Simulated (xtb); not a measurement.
C5H10Si, SMILES C=CC1C[SiH2]C1. All values are semi-empirical tight-binding results from xtb (GFN2-xTB unless named), good for trends rather than for accurate numbers. Geometry: GFN2-xTB. Other conformers were not sampled.

Optimised geometry:

```xyz
16

C      2.9028     0.3960     0.0221
C      1.7040    -0.0545    -0.2994
C      0.4289     0.3865     0.3286
C     -0.6065     0.8937    -0.7104
Si    -1.8969    -0.3913    -0.1371
C     -0.3726    -0.7944     0.9394
H      3.0401     1.1425     0.7875
H      3.7977     0.0417    -0.4616
H      1.5937    -0.8063    -1.0719
H      0.6366     1.1500     1.0810
H     -0.2498     0.7773    -1.7325
H     -0.8569     1.9439    -0.5782
H     -2.2935    -1.4041    -1.1164
H     -3.0643     0.1367     0.5696
H     -0.4881    -0.7127     2.0178
H      0.1014    -1.7544     0.7413
```

The geometry has at least one imaginary mode, so it is a saddle point at that level.

Computed properties:
```yaml
point_group_as_xtb_finds_it: Cs
orbital_gap: 4.61 eV
dipole_moment: 0.72 D
static polarisability (D4 model): 84.7 bohr³
solvation energy, GFN2-xTB/ALPB(water): 0.0 kcal/mol
solvation energy, GFN2-xTB/ALPB(methanol): -4.1 kcal/mol
```

Computed atomic charges and the Wiberg bond orders between heavy atoms:
charges (e) C1 -0.09, C2 -0.03, C3 -0.02, C4 -0.16, Si5 0.46, C6 -0.16, H7 0.03, H8 0.03, H9 0.03, H10 0.02, H11 0.02, H12 0.02, H13 -0.08, H14 -0.08, H15 0.02, H16 0.02. Bond orders C1–C2 1.97, C2–C3 1.03, C3–C4 0.99, C4–Si5 0.89, C3–C6 0.99, Si5–C6 0.89.
